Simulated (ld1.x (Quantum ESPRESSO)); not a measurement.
Pseudopotential generation for Pb: TM, PBE, scalar-relativistic.

The input file (ld1.x (Quantum ESPRESSO) 7.5):

```
&input
   title='Pb', zed=82., rel=1, dft='PBE', iswitch=3,
   config='[Xe] 4f14 5d10 6s1 6p3',
   nld=3, rlderiv=3.05, eminld=-4.0, emaxld=5.0, deld=0.02
 /
 &inputp
   pseudotype=2, tm=.true., lloc=-2, rcloc=1.40,
   nlcc=.false.,
   file_pseudopw='Pb.UPF', file_wfcaegen='ae.wfc', file_wfcncgen='nc.wfc', file_beta='beta', file_chi='chi'
 /
3
6S  1  0   1.00   0.00  1.50  1.50  0.0
6P  2  1   3.00   0.00  2.80  2.80  0.0
5D  3  2  10.00   0.00  2.05  2.05  0.0
 &test
   configts(1)='5d10 6s1 6p3'
 /
```

Command:

```bash
ld1.x < Pb.in > Pb.out
```

Output (shortened: banner, matrices, multipoles, cross overlaps and the repeated all-electron block are left out):

```
Program LD1 v.7.5
     --------------------------- All-electron run ----------------------------

     Pb
     scalar relativistic calculation

     atomic number is 82.00
     dft =PBE   lsd =0 sic =0 latt =0  beta=0.20 tr2=1.0E-14
     Exchange-correlation= PBE
                           (   1   4   3   4   0   0   0)
     mesh =1281 r(mesh) =  98.81810 a.u. xmin = -7.00 dx = 0.01250
     1 Ry =  13.60569312 eV, c = 137.03599908

     n l     nl                  e(Ry)          e(Ha)          e(eV)
     1 0     1S 1( 2.00)     -6478.2036     -3239.1018    -88140.4500
     2 0     2S 1( 2.00)     -1158.7904      -579.3952    -15766.1459
     2 1     2P 1( 6.00)      -993.7780      -496.8890    -13521.0378
     3 0     3S 1( 2.00)      -278.2726      -139.1363     -3786.0916
     3 1     3P 1( 6.00)      -230.9699      -115.4849     -3142.5053
     4 0     4S 1( 2.00)       -63.1076       -31.5538      -858.6230
     4 1     4P 1( 6.00)       -47.6096       -23.8048      -647.7621
     3 2     3D 1(10.00)      -182.7833       -91.3916     -2486.8934
     5 0     5S 1( 2.00)       -10.7299        -5.3650      -145.9884
     5 1     5P 1( 6.00)        -6.4425        -3.2213       -87.6552
     4 2     4D 1(10.00)       -29.6876       -14.8438      -403.9201
     4 3     4F 1(14.00)        -9.9017        -4.9508      -134.7193
     5 2     5D 1(10.00)        -1.6812        -0.8406       -22.8734
     6 0     6S 1( 1.00)        -0.9661        -0.4830       -13.1439
     6 1     6P 1( 3.00)        -0.3100        -0.1550        -4.2178

     final scf error:  6.1E-15 reached in  33 iterations

     Etot =  -41763.182638 Ry,  -20881.591319 Ha, -568217.046806 eV

     Ekin =   47221.297867 Ry,   23610.648933 Ha,  642478.487645 eV
     Encl = -104280.686275 Ry,  -52140.343137 Ha,-1418811.016110 eV
     Eh   =   16068.826858 Ry,    8034.413429 Ha,  218627.527077 eV
     Exc  =    -772.621088 Ry,    -386.310544 Ha,  -10512.045417 eV

     normalization and overlap integrals

     s(1S/1S) =  1.000000  <r> =   0.0160  <r2> =    0.0004  r(max) =   0.0099
     s(2S/2S) =  1.000000  <r> =   0.0676  <r2> =    0.0054  r(max) =   0.0575
     s(2P/2P) =  1.000000  <r> =   0.0614  <r2> =    0.0046  r(max) =   0.0476
     s(3S/3S) =  1.000000  <r> =   0.1745  <r2> =    0.0348  r(max) =   0.1601
     s(3P/3P) =  1.000000  <r> =   0.1765  <r2> =    0.0361  r(max) =   0.1622
     s(4S/4S) =  1.000000  <r> =   0.3842  <r2> =    0.1665  r(max) =   0.3609
     s(4P/4P) =  1.000000  <r> =   0.4100  <r2> =    0.1909  r(max) =   0.3842
     s(3D/3D) =  1.000000  <r> =   0.1599  <r2> =    0.0299  r(max) =   0.1311
     s(5S/5S) =  1.000000  <r> =   0.8534  <r2> =    0.8159  r(max) =   0.7932
     s(5P/5P) =  1.000000  <r> =   0.9766  <r2> =    1.0756  r(max) =   0.8766
     s(4D/4D) =  1.000000  <r> =   0.4310  <r2> =    0.2143  r(max) =   0.3890
     s(4F/4F) =  1.000000  <r> =   0.4539  <r2> =    0.2467  r(max) =   0.3520
     s(5D/5D) =  1.000000  <r> =   1.2975  <r2> =    1.9593  r(max) =   1.0707
     s(6S/6S) =  1.000000  <r> =   2.2766  <r2> =    5.8806  r(max) =   1.9509
     s(6P/6P) =  1.000000  <r> =   3.2317  <r2> =   12.1284  r(max) =   2.6007

     ------------------------ End of All-electron run ------------------------

     --------------------- Generating NC pseudopotential ---------------------

      Generating local potential from pseudized AE potential:
      Matching radius rcloc =   1.4000
      Enforcing V''(0)=0 (lloc=-2)

      Local pseudo, rcloc= 1.410 Estimated cut-off energy=    16.18 Ry

      Wfc   6S  rcut= 1.482  Using Troullier-Martins method

      Wfc   6P  rcut= 2.768  Using Troullier-Martins method

      Wfc   5D  rcut= 2.051  Using Troullier-Martins method

     ------------------- End of pseudopotential generation -------------------

     Computing logarithmic derivative in   3.04059
     Computing logarithmic derivative in   3.04059
     Computing the partial wave expansion
     R is outside the sphere for l=    0 j= 0.00
     R is outside the sphere for l=    1 j= 0.00
     R is outside the sphere for l=    2 j= 0.00

     ---------------------- Testing the pseudopotential ----------------------

     Pb
     scalar relativistic calculation

     atomic number is 82.00   valence charge is 14.00
     dft =PBE   lsd =0 sic =0 latt =0  beta=0.20 tr2=1.0E-14
     mesh =1281 r(mesh) =  98.81810 xmin = -7.00 dx = 0.01250

     n l     nl             e AE (Ry)        e PS (Ry)    De AE-PS (Ry)
     3 2     5D   1(10.00)       -1.68117       -1.68117        0.00000
     1 0     6S   1( 1.00)       -0.96606       -0.96604       -0.00001
     2 1     6P   1( 3.00)       -0.31000       -0.31000        0.00000

     eps = 3.4E-16  iter =  6

     Etot =  -41763.182638 Ry,  -20881.591319 Ha, -568217.046806 eV
     Etotps =  -118.772437 Ry,     -59.386219 Ha,   -1615.981336 eV

     Ekin =      71.660277 Ry,      35.830138 Ha,     974.987735 eV
     Encl =    -271.588034 Ry,    -135.794017 Ha,   -3695.143446 eV
     Ehrt =     104.344329 Ry,      52.172165 Ha,    1419.676921 eV
     Ecxc =     -14.322409 Ry,      -7.161205 Ha,    -194.866304 eV
     Epseu=      -8.866600 Ry,      -4.433300 Ha,    -120.636242 eV

     ---------------------- End of pseudopotential test ----------------------
```

Note: ghost state, extra bound levels that the all-electron valence spectrum of the same l lacks: s at -36.8 eV. A true bound ghost makes a file unfit for plane-wave use.

Generation and configuration tests took about 1.4 s on one core of a shared server CPU.

Transferability test of the new file with ld1.x, input:

```
&input
   title='Pb', zed=82., rel=1, dft='PBE', iswitch=2,
   config='[Xe] 4f14 5d10 6s1 6p3'
 /
 &test
   file_pseudo='Pb.UPF', nconf=8,
   configts(1)='5d10 6s1 6p3',
   configts(2)='5d10 6s2 6p2',
   configts(3)='5d10 6s2 6p1',
   configts(4)='5d10 6s2 6p0',
   configts(5)='5d10 6s0 6p0',
   configts(6)='5d9 6s2 6p2',
   configts(7)='5d10 6s1 6p2',
   configts(8)='5d10 6s1 6p0'
 /
```

```bash
ld1.x < Pb.test.in > Pb.test.out
```

Pseudopotential blocks of its output, shortened (energy terms left out):

```
     ---------------------- Testing the pseudopotential ----------------------

     n l     nl             e AE (Ry)        e PS (Ry)    De AE-PS (Ry)
     3 2     5D   1(10.00)       -1.68117       -1.68117        0.00000
     1 0     6S   1( 1.00)       -0.96606       -0.96604       -0.00001
     2 1     6P   1( 3.00)       -0.31000       -0.31000        0.00000

     eps = 1.1E-15  iter =  6

     Etot =  -41763.182638 Ry,  -20881.591319 Ha, -568217.046807 eV
     Etotps =  -118.772437 Ry,     -59.386219 Ha,   -1615.981335 eV

     ---------------------- End of pseudopotential test ----------------------

          ---------------------- Testing the pseudopotential ----------------------

     n l     nl             e AE (Ry)        e PS (Ry)    De AE-PS (Ry)
     3 2     5D   1(10.00)       -1.55649       -1.55334       -0.00314
     1 0     6S   1( 2.00)       -0.88491       -0.88771        0.00279
     2 1     6P   1( 2.00)       -0.25706       -0.25771        0.00065

     eps = 6.9E-15  iter = 15

     Etot =  -41763.824751 Ry,  -20881.912375 Ha, -568225.783202 eV
     Etotps =  -119.415722 Ry,     -59.707861 Ha,   -1624.733662 eV
     dEtot_ae =      -0.642113 Ry
     dEtot_ps =      -0.643284 Ry,   Delta E=       0.001171 Ry

     ---------------------- End of pseudopotential test ----------------------

          ---------------------- Testing the pseudopotential ----------------------

     n l     nl             e AE (Ry)        e PS (Ry)    De AE-PS (Ry)
     3 2     5D   1(10.00)       -2.12059       -2.11356       -0.00703  !
     1 0     6S   1( 2.00)       -1.41319       -1.41518        0.00199
     2 1     6P   1( 1.00)       -0.72442       -0.72473        0.00031

     eps = 3.1E-15  iter = 19

     Etot =  -41763.341467 Ry,  -20881.670733 Ha, -568219.207784 eV
     Etotps =  -118.931725 Ry,     -59.465863 Ha,   -1618.148556 eV
     dEtot_ae =      -0.158829 Ry
     dEtot_ps =      -0.159288 Ry,   Delta E=       0.000459 Ry

     ---------------------- End of pseudopotential test ----------------------

          ---------------------- Testing the pseudopotential ----------------------

     n l     nl             e AE (Ry)        e PS (Ry)    De AE-PS (Ry)
     3 2     5D   1(10.00)       -2.78165       -2.77306       -0.00859  !
     1 0     6S   1( 2.00)       -2.01698       -2.01924        0.00226
     2 1     6P   1( 0.00)       -1.26226       -1.26401        0.00174

     eps = 5.0E-16  iter = 13

     Etot =  -41762.353306 Ry,  -20881.176653 Ha, -568205.763176 eV
     Etotps =  -117.942449 Ry,     -58.971224 Ha,   -1604.688764 eV
     dEtot_ae =       0.829332 Ry
     dEtot_ps =       0.829989 Ry,   Delta E=      -0.000657 Ry

     ---------------------- End of pseudopotential test ----------------------

          ---------------------- Testing the pseudopotential ----------------------

     n l     nl             e AE (Ry)        e PS (Ry)    De AE-PS (Ry)
     3 2     5D   1(10.00)       -4.53253       -4.51947       -0.01306  !
     1 0     6S   1( 0.00)       -3.52955       -3.51933       -0.01022  !
     2 1     6P   1( 0.00)       -2.61115       -2.66327        0.05212  !

     eps = 7.6E-16  iter =  7

     Etot =  -41756.832614 Ry,  -20878.416307 Ha, -568130.650328 eV
     Etotps =  -112.426171 Ry,     -56.213085 Ha,   -1529.635979 eV
     dEtot_ae =       6.350024 Ry
     dEtot_ps =       6.346267 Ry,   Delta E=       0.003757 Ry

     ---------------------- End of pseudopotential test ----------------------

          ---------------------- Testing the pseudopotential ----------------------

     n l     nl             e AE (Ry)        e PS (Ry)    De AE-PS (Ry)
     3 2     5D   1( 9.00)       -2.46197       -2.43438       -0.02759  !
     1 0     6S   1( 2.00)       -1.58464       -1.56994       -0.01470  !
     2 1     6P   1( 2.00)       -0.83129       -0.82324       -0.00806  !

     eps = 5.2E-15  iter = 16

     Etot =  -41761.828340 Ry,  -20880.914170 Ha, -568198.620652 eV
     Etotps =  -117.425257 Ry,     -58.712629 Ha,   -1597.652014 eV
     dEtot_ae =       1.354297 Ry
     dEtot_ps =       1.347180 Ry,   Delta E=       0.007117 Ry

     ---------------------- End of pseudopotential test ----------------------

          ---------------------- Testing the pseudopotential ----------------------

     n l     nl             e AE (Ry)        e PS (Ry)    De AE-PS (Ry)
     3 2     5D   1(10.00)       -2.24735       -2.24014       -0.00721  !
     1 0     6S   1( 1.00)       -1.49779       -1.49485       -0.00295
     2 1     6P   1( 2.00)       -0.78619       -0.78497       -0.00121

     eps = 7.2E-15  iter = 14

     Etot =  -41762.641217 Ry,  -20881.320608 Ha, -568209.680404 eV
     Etotps =  -118.231349 Ry,     -59.115675 Ha,   -1608.619456 eV
     dEtot_ae =       0.541421 Ry
     dEtot_ps =       0.541088 Ry,   Delta E=       0.000332 Ry

     ---------------------- End of pseudopotential test ----------------------

          ---------------------- Testing the pseudopotential ----------------------

     n l     nl             e AE (Ry)        e PS (Ry)    De AE-PS (Ry)
     3 2     5D   1(10.00)       -3.63340       -3.62547       -0.00793  !
     1 0     6S   1( 1.00)       -2.75538       -2.75220       -0.00319
     2 1     6P   1( 0.00)       -1.91770       -1.92746        0.00976  !

     eps = 1.3E-15  iter = 11

     Etot =  -41759.971226 Ry,  -20879.985613 Ha, -568173.353323 eV
     Etotps =  -115.559715 Ry,     -57.779857 Ha,   -1572.270019 eV
     dEtot_ae =       3.211412 Ry
     dEtot_ps =       3.212722 Ry,   Delta E=      -0.001311 Ry

     ---------------------- End of pseudopotential test ----------------------
```
